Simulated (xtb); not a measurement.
I₄Zr, triplet, at a GFN2-xTB geometry (such geometries of metal compounds can be far from the true shape) (the multiplicity is a formal guess); GFN0-xTB with GBSA(water) in xtb.

The xtb input:
```
$ xtb mol.xyz --gfn 0 --uhf 2 --gbsa water --json

# file mol.xyz
5

Zr    -0.00000000    -0.00000000    -0.00000000
I      2.22836995    -0.66220960    -1.64287282
I      0.88226637     0.41136459     2.67498982
I     -1.22200803     2.37986734    -0.97268345
I     -1.88862829    -2.12902234    -0.05943355
```

Write the output that xtb gives for this input, abridged.


```
   ID    Z sym.   atoms
    1   40 Zr     1
    2   53 I      2-5

           -------------------------------------------------
          |                Calculation Setup                |
           -------------------------------------------------

           -------------------------------------------------
          |                 G F N 0 - x T B                 |
           -------------------------------------------------

      * Solvation model:               GBSA
        Solvent                        water
        Parameter file                 internal GFN2-xTB/GBSA
        Dielectric constant                8.0200E+01
        Reference state                gsolv [1 M gas/solution]
        Free energy shift                  1.8574E-03 Eh       1.1656E+00 kcal/mol
        Temperature                        2.9815E+02 K
        Density                            1.0000E+00 kg/L
        Solvent mass                       1.8000E+01 g/mol
        Interaction kernel             Still
        Born radius scaling (c1)           1.5524E+00
        Born radii integrator          GBOBC
        Born offset                        2.4628E-02 a0       4.6540E-02 AA
        H-bond correction              true
        Ion screening                  false
        Surface tension                    1.0000E-05 Eh       1.5569E+01 dyn/cm
        Grid points                               230 per atom

          ...................................................
          :                      SETUP                      :
          :.................................................:
          :  # basis functions                  50          :
          :  # atomic orbitals                  45          :
          :  # shells                           15          :
          :  # electrons                        32          :
          :  electronic temp.          300.0000000     K    :
          :  accuracy                    1.0000000          :
          :  -> integral cutoff          0.2500000E+02      :
          :  -> integral neglect         0.1000000E-07      :
          ...................................................

         :::::::::::::::::::::::::::::::::::::::::::::::::::::
         ::                     SUMMARY                     ::
         :::::::::::::::::::::::::::::::::::::::::::::::::::::
         :: total energy             -15.702864477449 Eh    ::
         :: total w/o Gsasa/hb       -15.696463748675 Eh    ::
         :: gradient norm              0.018812531816 Eh/a0 ::
         :: HOMO-LUMO gap              0.000000001093 eV    ::
         ::.................................................::
         :: H0 energy                -15.541047907291 Eh    ::
         :: repulsion energy           0.039660311864 Eh    ::
         :: electrostat energy        -0.199108628439 Eh    ::
         :: -> Gsolv                   0.000000000000 Eh    ::
         ::    -> Gsasa               -0.008258171901 Eh    ::
         ::    -> Gshift               0.001857443127 Eh    ::
         :: dispersion energy         -0.002368253583 Eh    ::
         :: short-range corr.          0.000000000000 Eh    ::
         :: add. restraining           0.000000000000 Eh    ::
         :: total charge               0.000000000000 e     ::
         :::::::::::::::::::::::::::::::::::::::::::::::::::::

           -------------------------------------------------
          |                Property Printout                |
           -------------------------------------------------

    * Orbital Energies and Occupations

         #    Occupation            Energy/Eh            Energy/eV
      -------------------------------------------------------------
         1        2.0000           -0.6599698             -17.9587
       ...           ...                  ...                  ...
         5        2.0000           -0.4567065             -12.4276
         6        2.0000           -0.4358051             -11.8589
         7        2.0000           -0.4358051             -11.8589
         8        2.0000           -0.4358051             -11.8589
         9        1.9990           -0.4315606             -11.7434
        10        1.9990           -0.4315606             -11.7434
        11        1.9976           -0.4307196             -11.7205
        12        1.9976           -0.4307196             -11.7205
        13        1.9976           -0.4307196             -11.7205
        14        1.6697           -0.4256586             -11.5828
        15        1.6697           -0.4256586             -11.5828
        16        1.6697           -0.4256585             -11.5828
        17        0.5000           -0.3026685              -8.2360 (HOMO)
        18        0.5000           -0.3026685              -8.2360 (LUMO)
        19                         -0.2791470              -7.5960
        20                         -0.2791470              -7.5960
        21                         -0.2791470              -7.5960
        22                         -0.0867411              -2.3603
        23                         -0.0580451              -1.5795
        24                         -0.0580451              -1.5795
        25                         -0.0580451              -1.5795
        26                         -0.0540177              -1.4699
        27                         -0.0540177              -1.4699
        28                         -0.0540177              -1.4699
       ...                                ...                  ...
        45                          1.4723348              40.0643
      -------------------------------------------------------------
                  HL-Gap            0.0000000 Eh            0.0000 eV
             Fermi-level            0.0000000 Eh            0.0000 eV

     #   Z          covCN         q      C6AA      α(0)
     1  40 Zr       3.153     0.887   299.262    35.836
     2  53 I        0.789    -0.222   386.626    33.966
     3  53 I        0.789    -0.222   386.626    33.966
     4  53 I        0.789    -0.222   386.625    33.966
     5  53 I        0.789    -0.222   386.626    33.966

 Mol. C6AA /au·bohr⁶  :       9170.430084
 Mol. C8AA /au·bohr⁸  :     949174.080370
 Mol. α(0) /au        :        171.698243

Wiberg/Mayer (AO) data.
largest (>0.10) Wiberg bond orders for each atom

 ---------------------------------------------------------------------------
     #   Z sym  total        # sym  WBO       # sym  WBO       # sym  WBO
 ---------------------------------------------------------------------------
     1  40 Zr   3.034 --     4 I    0.759     2 I    0.759     5 I    0.759
                             3 I    0.759
     2  53 I    0.849 --     1 Zr   0.759
     3  53 I    0.849 --     1 Zr   0.759
     4  53 I    0.849 --     1 Zr   0.759
     5  53 I    0.849 --     1 Zr   0.759
 ---------------------------------------------------------------------------

Topologies differ in total number of bonds
Writing topology from bond orders to xtbtopo.mol

 dipole moment from electron density (au)
     X       Y       Z
   0.0000  -0.0000   0.0000  total (Debye):    0.000

           -------------------------------------------------
          | TOTAL ENERGY              -15.702864477449 Eh   |
          | GRADIENT NORM               0.018812531816 Eh/α |
          | HOMO-LUMO GAP               0.000000001093 eV   |
           -------------------------------------------------

normal termination of xtb
```
